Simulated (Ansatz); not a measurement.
Question: Name a neutral molecule of B, C, F, N, S and H with HOMO energy (PBE/def2-TZVPP) between -6.45 and -6.15 eV and size of the dipole moment (B3LYP/def2-TZVPP) between 1.55 and 1.85 D (Ansatz, PBE0-D4/def2-TZVP geometry).

Answer: `N=CB(F)S` (-6.19 eV, 1.69 D); `FB1N=CS1` (-6.43 eV, 1.62 D). Other molecules can fit too; these were computed, each in one conformer that needn't be the lowest.

B3LYP here is the variant with VWN-RPA as its local correlation; programs differ in this.
